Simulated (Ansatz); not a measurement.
Relaxation of GeMe3(OiPr) (C6H16GeO) with RKS PBE-D4/def2-SVP.

```sh
$ ansatz run in.yaml --threads 2 --pin off --events-out ev --progress --plain --max-ram 31744MiB --backend cuda --devices 0, --max-vram 18GiB
```

```yaml
crystal:
  periodic: [false, false, false]
  atoms:
    - {symbol: Ge, position_ang: [0.952690, 0.780900, 0.002730]}
    - {symbol: C, position_ang: [1.093340, 0.899080, 1.993280]}
    - {symbol: H, position_ang: [0.112300, 1.020190, 2.445050]}
    - {symbol: H, position_ang: [1.706520, 1.746640, 2.279690]}
    - {symbol: H, position_ang: [1.546670, -0.004010, 2.391810]}
    - {symbol: C, position_ang: [2.691810, 0.490660, -0.901680]}
    - {symbol: H, position_ang: [3.343620, 1.348060, -0.762720]}
    - {symbol: H, position_ang: [2.536670, 0.343900, -1.965960]}
    - {symbol: H, position_ang: [3.187020, -0.391070, -0.507050]}
    - {symbol: C, position_ang: [-0.012100, 2.356180, -0.765340]}
    - {symbol: H, position_ang: [-0.364210, 2.121310, -1.765030]}
    - {symbol: H, position_ang: [0.659670, 3.205900, -0.829690]}
    - {symbol: H, position_ang: [-0.865330, 2.643300, -0.158270]}
    - {symbol: O, position_ang: [0.107090, -0.722100, -0.432030]}
    - {symbol: C, position_ang: [-1.018200, -1.310960, 0.177630]}
    - {symbol: C, position_ang: [-1.178680, -2.705170, -0.424130]}
    - {symbol: C, position_ang: [-2.277470, -0.476710, -0.037780]}
    - {symbol: H, position_ang: [-0.843040, -1.409530, 1.260120]}
    - {symbol: H, position_ang: [-1.354260, -2.621240, -1.493400]}
    - {symbol: H, position_ang: [-2.012940, -3.225960, 0.038580]}
    - {symbol: H, position_ang: [-0.268670, -3.278420, -0.269160]}
    - {symbol: H, position_ang: [-2.167430, 0.491480, 0.446860]}
    - {symbol: H, position_ang: [-2.431670, -0.317420, -1.101910]}
    - {symbol: H, position_ang: [-3.143420, -0.984990, 0.378400]}
basis:
  gaussian: {orbitals: def2-SVP}
hamiltonian: {xc: pbe, dispersion: d4}
scf: {lower_state_search: "off"}
output: {orbitals: {seedname: orbitals}}
relax: {f_tol: 0.03, max_steps: 70}
```

Hardware: 2 threads of AMD EPYC 7R13 on a shared host and a share (18 GiB) of an NVIDIA H100 80GB HBM3. Wall time 8.5 s, peak host memory 0.87 GiB.

Positions (Å) and forces (eV/Å) at steps 1, 2, 3, 4, 6 of 6:

```xyz
24
step=1 energy=-65016.6521 eV
Ge    0.953    0.781    0.003    0.410    0.781    0.243
C     1.093    0.899    1.993   -0.109   -0.106   -1.077
H     0.112    1.020    2.445   -0.673    0.087    0.247
H     1.707    1.747    2.280    0.460    0.647    0.175
H     1.547   -0.004    2.392    0.318   -0.631    0.223
C     2.692    0.491   -0.902   -0.813    0.279    0.524
H     3.344    1.348   -0.763    0.454    0.610    0.100
H     2.537    0.344   -1.966   -0.194   -0.086   -0.729
H     3.187   -0.391   -0.507    0.272   -0.611    0.334
C    -0.012    2.356   -0.765    0.517   -0.837    0.457
H    -0.364    2.121   -1.765   -0.213   -0.230   -0.692
H     0.660    3.206   -0.830    0.526    0.620   -0.035
H    -0.865    2.643   -0.158   -0.576    0.133    0.458
O     0.107   -0.722   -0.432   -0.032   -0.610   -0.485
C    -1.018   -1.311    0.178   -0.204   -0.032   -0.475
C    -1.179   -2.705   -0.424    0.172    0.617    0.429
C    -2.277   -0.477   -0.038    0.616   -0.276    0.249
H    -0.843   -1.410    1.260    0.042   -0.092    0.597
H    -1.354   -2.621   -1.493   -0.130    0.031   -0.735
H    -2.013   -3.226    0.039   -0.555   -0.408    0.270
H    -0.269   -3.278   -0.269    0.578   -0.422    0.076
H    -2.167    0.491    0.447   -0.070    0.658    0.290
H    -2.432   -0.317   -1.102   -0.147    0.121   -0.725
H    -3.143   -0.985    0.378   -0.648   -0.245    0.281
24
step=2 energy=-65016.8125 eV
Ge    0.958    0.770   -0.009    0.251    0.540    0.202
C     1.100    0.892    1.961   -0.075   -0.097   -0.372
H     0.100    1.008    2.410   -0.153    0.019    0.107
H     1.715    1.761    2.245    0.113    0.163    0.046
H     1.569   -0.022    2.360    0.079   -0.144    0.100
C     2.701    0.530   -0.885   -0.312    0.006    0.157
H     3.353    1.406   -0.739    0.083    0.151    0.037
H     2.537    0.380   -1.964    0.011   -0.036   -0.200
H     3.196   -0.364   -0.474    0.117   -0.153    0.046
C     0.011    2.340   -0.755    0.125   -0.311    0.146
H    -0.322    2.103   -1.779   -0.072   -0.004   -0.178
H     0.684    3.212   -0.792    0.115    0.143   -0.003
H    -0.869    2.596   -0.143   -0.147    0.054    0.066
O     0.102   -0.743   -0.460   -0.018   -0.340   -0.326
C    -1.030   -1.316    0.166   -0.042    0.003   -0.011
C    -1.189   -2.723   -0.413   -0.002    0.267    0.119
C    -2.288   -0.464   -0.032    0.227   -0.157    0.020
H    -0.848   -1.412    1.261    0.014   -0.021    0.205
H    -1.374   -2.655   -1.498   -0.043   -0.024   -0.213
H    -2.031   -3.254    0.062   -0.158   -0.123    0.069
H    -0.266   -3.304   -0.258    0.154   -0.100    0.026
H    -2.174    0.527    0.441   -0.012    0.172    0.079
H    -2.464   -0.313   -1.111   -0.073    0.049   -0.203
H    -3.172   -0.955    0.407   -0.181   -0.056    0.081
24
step=3 energy=-65016.8355 eV
Ge    0.962    0.774   -0.017    0.017    0.063    0.045
C     1.092    0.871    1.946   -0.013   -0.006   -0.008
H     0.088    0.972    2.406    0.044    0.001   -0.008
H     1.698    1.754    2.233   -0.020   -0.029    0.022
H     1.578   -0.040    2.350   -0.016    0.040   -0.015
C     2.703    0.537   -0.881    0.002    0.021    0.006
H     3.341    1.430   -0.720    0.011   -0.034   -0.023
H     2.560    0.389   -1.970    0.016    0.013    0.048
H     3.217   -0.354   -0.469   -0.015    0.044   -0.015
C     0.008    2.330   -0.758    0.000    0.031   -0.005
H    -0.284    2.122   -1.809    0.025    0.026    0.083
H     0.671    3.221   -0.742   -0.068   -0.039   -0.012
H    -0.908    2.559   -0.173    0.069   -0.003   -0.056
O     0.110   -0.751   -0.491   -0.054   -0.175   -0.116
C    -1.019   -1.311    0.162   -0.031    0.022    0.024
C    -1.200   -2.722   -0.400    0.005    0.009    0.014
C    -2.277   -0.455   -0.030   -0.009    0.004   -0.001
H    -0.824   -1.397    1.264   -0.006    0.005   -0.027
H    -1.398   -2.671   -1.492    0.006   -0.003    0.048
H    -2.044   -3.250    0.091    0.029    0.018   -0.016
H    -0.273   -3.312   -0.249   -0.029    0.005   -0.008
H    -2.156    0.550    0.427   -0.012   -0.033   -0.016
H    -2.481   -0.316   -1.114    0.009   -0.003    0.053
H    -3.165   -0.931    0.436    0.038    0.021   -0.017
24
step=4 energy=-65016.8397 eV
Ge    0.962    0.772   -0.022   -0.032   -0.040   -0.080
C     1.076    0.829    1.942   -0.015   -0.012    0.000
H     0.073    0.930    2.402    0.001   -0.005   -0.004
H     1.687    1.699    2.255   -0.005   -0.008   -0.013
H     1.554   -0.092    2.332   -0.006    0.001   -0.005
C     2.712    0.556   -0.873   -0.006   -0.002    0.015
H     3.325    1.471   -0.751    0.009    0.001    0.007
H     2.573    0.367   -1.956    0.000   -0.004   -0.008
H     3.257   -0.303   -0.435   -0.010    0.013   -0.001
C     0.023    2.338   -0.759    0.022    0.013    0.026
H    -0.269    2.123   -1.805   -0.004    0.008   -0.009
H     0.686    3.227   -0.753   -0.012   -0.001    0.007
H    -0.891    2.575   -0.180    0.005    0.004   -0.006
O     0.084   -0.734   -0.556    0.126    0.072    0.004
C    -1.018   -1.292    0.141   -0.012   -0.022    0.070
C    -1.197   -2.717   -0.379   -0.020   -0.014    0.013
C    -2.288   -0.454   -0.035   -0.026   -0.008    0.020
H    -0.792   -1.351    1.238   -0.009    0.002   -0.010
H    -1.422   -2.695   -1.465    0.000   -0.008   -0.010
H    -2.025   -3.238    0.143   -0.003   -0.007   -0.001
H    -0.265   -3.298   -0.235   -0.003    0.004   -0.003
H    -2.165    0.563    0.392   -0.002   -0.003   -0.008
H    -2.528   -0.347   -1.113    0.006    0.011   -0.009
H    -3.155   -0.927    0.471   -0.004    0.004    0.005
24
step=6 energy=-65016.8423 eV
Ge    0.956    0.772   -0.046   -0.001   -0.003   -0.008
C     1.050    0.813    1.919    0.009    0.016    0.011
H     0.043    0.915    2.369    0.003    0.000   -0.002
H     1.663    1.678    2.245   -0.006   -0.008    0.000
H     1.520   -0.113    2.305   -0.004    0.003   -0.003
C     2.715    0.561   -0.878    0.016    0.001   -0.003
H     3.331    1.472   -0.734   -0.005   -0.009   -0.001
H     2.596    0.382   -1.965   -0.002    0.004    0.013
H     3.248   -0.304   -0.437    0.001    0.002   -0.005
C     0.029    2.352   -0.766   -0.011    0.009   -0.011
H    -0.239    2.177   -1.828    0.010    0.000    0.019
H     0.690    3.242   -0.713   -0.006   -0.008    0.002
H    -0.899    2.570   -0.202    0.003    0.001   -0.006
O     0.092   -0.742   -0.566   -0.006   -0.005   -0.010
C    -1.008   -1.295    0.147   -0.014   -0.010    0.018
C    -1.198   -2.723   -0.364   -0.002    0.001   -0.009
C    -2.278   -0.453   -0.020   -0.006    0.002   -0.009
H    -0.772   -1.349    1.241    0.005    0.000   -0.011
H    -1.434   -2.707   -1.449    0.000    0.000    0.009
H    -2.022   -3.239    0.170    0.006    0.006   -0.001
H    -0.266   -3.306   -0.228   -0.003    0.004    0.001
H    -2.150    0.564    0.404    0.002   -0.006    0.000
H    -2.524   -0.345   -1.097    0.001   -0.002    0.009
H    -3.143   -0.922    0.493    0.009    0.002   -0.004
```
